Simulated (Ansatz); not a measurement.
Cost and result for the atomization energy of `C=CN(CC)C(C)(C)C` (26 atoms, 25 bonds).

Z-matrix (Å, degrees):
```
C
C 1 1.524
N 1 1.445 2 115.2
H 1 1.094 2 109.5 3 120.2
H 1 1.090 2 110.0 3 -124.1
H 2 1.092 1 111.5 3 68.6
H 2 1.093 1 110.4 3 -171.8
H 2 1.091 1 110.9 3 -51.8
C 3 1.370 1 117.0 2 78.8
C 3 1.476 1 121.6 2 -80.3
C 9 1.341 3 128.8 1 4.5
H 9 1.084 3 113.7 1 -176.9
C 10 1.530 3 109.6 1 -142.2
C 10 1.532 3 110.9 1 96.7
C 10 1.524 3 110.5 1 -24.2
H 11 1.081 9 118.8 3 176.1
H 11 1.082 9 124.0 3 -3.0
H 13 1.092 10 109.8 3 175.3
H 13 1.092 10 110.3 3 55.6
H 13 1.091 10 112.7 3 -65.4
H 14 1.092 10 111.0 3 -61.9
H 14 1.092 10 110.9 3 58.0
H 14 1.093 10 110.7 3 177.9
H 15 1.091 10 108.7 3 -177.4
H 15 1.092 10 111.5 3 -58.7
H 15 1.091 10 112.4 3 63.8
```

Charge 0, multiplicity 1. Geometry: relaxed with PBE0-D4/def2-TZVP. It is one conformer, not always the lowest. Program: Ansatz. All runs use 4 threads of an AMD EPYC 7R13 on a shared host and a share of an NVIDIA H100 80 GB. Times are those of one run each, without the atoms' runs, and a repeat can differ threefold. Electronic energies, without spin–orbit coupling; frozen cores. CCSD(T)/CBS adds CCSD(T) − MP2 in def2-TZVPP to the MP2 limit, and its time is that of the two runs behind it. T1 = 0.011. B3LYP takes the VWN-RPA correlation (the form of Gaussian; ORCA's B3LYP/G).

CCSD(T)/CBS is a level of theory with its own doubt, some kJ/mol a heavy atom from the limit and from the frozen cores, so smaller differences don't rank the functionals.

| level | functions | wall time | atomization (kcal/mol) | difference from CCSD(T)/CBS | per bond |
| --- | --- | --- | --- | --- | --- |
| PBE0-D4/def2-TZVPP | 517 | 11 s | 2517.2 | 22.7 | 0.9 |
| r2SCANh-D4/def2-TZVPP | 517 | 13 s | 2490.6 | -3.9 | -0.2 |
| r2SCAN-D4/def2-TZVPP (with forces) | 517 | 15 s | 2500.9 | 6.4 | 0.3 |
| BHLYP-D4/def2-TZVPP | 517 | 15 s | 2440.3 | -54.2 | -2.2 |
| B97M-V/def2-TZVPP | 517 | 17 s | 2499.7 | 5.2 | 0.2 |
| CAM-B3LYP-D4/def2-TZVPP | 517 | 17 s | 2510.9 | 16.4 | 0.7 |
| ωB97X-V/def2-TZVPP | 517 | 18 s | 2500.2 | 5.7 | 0.2 |
| PBE-QIDH/def2-TZVPP | 517 | 20 s | 2493.1 | -1.4 | -0.1 |
| CCSD(T)/def2-SVP | 211 | 20 s | 2401.0 | -93.5 | -3.7 |
| MP2/def2-QZVPP | 1023 | 25 s | 2499.8 | 5.3 | 0.2 |
| B3LYP-D4/def2-TZVPP (with forces) | 517 | 26 s | 2501.8 | 7.3 | 0.3 |
| CCSD(T)/def2-TZVPP | 517 | 57 s | 2440.0 | -54.5 | -2.2 |
| CCSD(T)/CBS(def2) | – | 82 s | 2494.5 | 0.0 | 0.0 |

At CCSD(T), def2-SVP lies −93.4 kcal/mol from the extrapolated value and def2-TZVPP −54.4 kcal/mol: correlation converges slowly with the basis, and small sets miss more of it in the bonded molecule than in its fragments. The D4 term adds +25.5 kcal/mol with B3LYP and +13.9 kcal/mol with PBE0; it sums over pairs of atoms, weighted by their polarisabilities, and B3LYP, whose exchange is more repulsive, gets the larger term. In def2-TZVPP, CCSD(T) changes the Hartree–Fock value by +588.7 kcal/mol (the triples alone add +33.9 kcal/mol) and MP2 by +616.6 kcal/mol; breaking electron pairs costs correlation energy, which Hartree–Fock lacks.
